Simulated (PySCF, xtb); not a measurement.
FH₆NOSi₂, SMILES O[Si@H](F)N[SiH3]. The values are those of a single conformer.

Harmonic wavenumbers (cm⁻¹) from GFN2-xTB (xtb 6.7.1) at its own minimum, in rising order: 44, 84, 146, 214, 237, 248, 288, 359, 569, 580, 670, 695, 725, 756, 774, 796, 807, 863, 928, 1003, 1204, 2231, 2245, 2269, 2409, 3468, 3707.

Problem. What does PBE0-D3(BJ)/def2-SVP run with PySCF give at its own minimum? (Estimate from the structure and the level; the computed values follow.)

Solution. 51, 77, 171, 197, 261, 286, 374, 467, 616, 722, 762, 789, 837, 864, 899, 929, 946, 958, 980, 1004, 1205, 2222, 2229, 2255, 2308, 3598, 3949. Paired by order, the mean absolute difference is 73 cm⁻¹ and the zero-point energies are 40.5 and 42.8 kcal/mol.
